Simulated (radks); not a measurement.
Values are calculated unless marked as measured or tabulated.
Ionisation of neutral beryllium, [He] 2s2, to Be+, [He] 2s1, under several functionals. Non-relativistic Kohn-Sham, spin-polarised, spherical densities, point nucleus; open shells are filled with parallel spins first; a radial shooting solver on a logarithmic mesh with Libxc functionals.

functional                                        E(Be) (hartree)  Exc (hartree)  IE (eV)  -e(HOMO) (eV)  <r> HOMO (bohr)  IE error (eV)
OLYP                                                    -14.66774       -2.76360    9.015          5.484            2.612         -0.308
revPBE                                                  -14.66439       -2.75724    9.012          5.613            2.604         -0.310
XLYP                                                    -14.68114       -2.77438    9.047          5.498            2.606         -0.276
r2SCAN                                                  -14.64909       -2.74193    8.791          5.746            2.619         -0.532
LDA (Slater exchange, Perdew-Zunger correlation)        -14.44620       -2.51382    9.043          5.606            2.619         -0.280

NIST Atomic Spectra Database: 9.323 eV (measured). Closest: XLYP. The Delta-SCF values span 0.26 eV, the total energies 0.23 hartree. The highest occupied level is 2s.
